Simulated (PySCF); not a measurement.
Compound: C₃H₁₁NSi₂.
Numbering: `[CH3:1][C@@H:2]1[CH2:3][SiH2:4][NH:5][SiH2:6]1`

Structure used (PBE0-D3(BJ)/def2-SVP), in Å, numbered top down from 1:
```xyz
17
C3H11NSi2 angstrom
C      2.3131    0.0638   -0.6129
C      0.9601   -0.0568    0.0801
C     -0.0333   -0.9679   -0.6712
Si    -1.7758   -0.6565   -0.0046
N     -1.5787    1.0095    0.4771
Si     0.0640    1.5892    0.3985
H      3.0152    0.6900   -0.0390
H      2.7845   -0.9241   -0.7457
H      2.2087    0.5160   -1.6126
H      1.1189   -0.4843    1.0883
H      0.2649   -2.0285   -0.6115
H     -0.0392   -0.7068   -1.7451
H     -2.8396   -0.8378   -1.0434
H     -2.1280   -1.5621    1.1387
H     -2.3522    1.5880    0.7843
H      0.5036    2.2516    1.6688
H      0.2967    2.5758   -0.7096
```

Definitions: NICS(0) = −σiso at the ring centroid; NICS(1) = −σiso and NICS(1)zz = −σzz at ±1 Å along the ring normal z. Level: GIAO B97-2/pcSseg-1 (PySCF, non-relativistic, gas phase) on the PBE0-D3(BJ)/def2-SVP geometry, one conformer.

Ring bond lengths (Å): C2–C3 1.543, C3–Si4 1.891, Si4–N5 1.745, N5–Si6 1.744, Si6–C2 1.901.

Question: Give the NICS values of each ring in ppm.

Answer: 
| ring | type | NICS(0) | NICS(1), two faces | NICS(1)zz, two faces | rms pucker (Å) | centre to ring atoms, mean (Å) |
| --- | --- | --- | --- | --- | --- | --- |
| C2–C3–Si4–N5–Si6 | 5-membered ring with N and 2 Si; formal bonds all single | -5.5 | -3.0 / -3.0 | -0.5 / -0.8 | 0.17 | 1.48 |

Question: What do they say, and how far can they be read as aromaticity?

Answer: 
- C2–C3–Si4–N5–Si6: mean NICS(1)zz -0.7 ppm, near zero. C2, C3, Si4, Si6 have four or more neighbours; no verdict on aromaticity is drawn.

Question: Give the inner angles of the rings.

Answer: 
- C2–C3–Si4–N5–Si6: C2 106.8°, C3 108.9°, Si4 98.6°, N5 114.3°, Si6 99.4°; sum 528.1° against 540° for a flat convex ring.

Question: What are the shieldings of the ring atoms and their hydrogens in the same run (means over atoms taken as equivalent)?

Answer: 
```csv
atoms,environment,σ isotropic (ppm)
C2,sp3 carbon bound to silicon,166.7
C3,sp3 carbon bound to silicon,167.2
Si4,SiH2 silicon,376.7
N5,nitrogen bridging silicon atoms,255.1
Si6,SiH2 silicon,372.6
H10,methine hydrogen,30.18
H11,methylene hydrogen,30.29
H12,methylene hydrogen,30.66
H13,Si–H hydrogen,26.53
H14,Si–H hydrogen,26.57
H15,N–H hydrogen,31.73
H16,Si–H hydrogen,26.61
H17,Si–H hydrogen,26.87
```

Question: How do the values depend on the level or the medium?

Answer: 
| level | NICS(0), C2–C3–Si4–N5–Si6 | mean NICS(1)zz, C2–C3–Si4–N5–Si6 |
| --- | --- | --- |
| B97-2/pcSseg-1, gas | -5.5 | -0.7 |
| PBE0/pcSseg-1, gas | -5.5 | -0.8 |

The geometry is the same throughout.
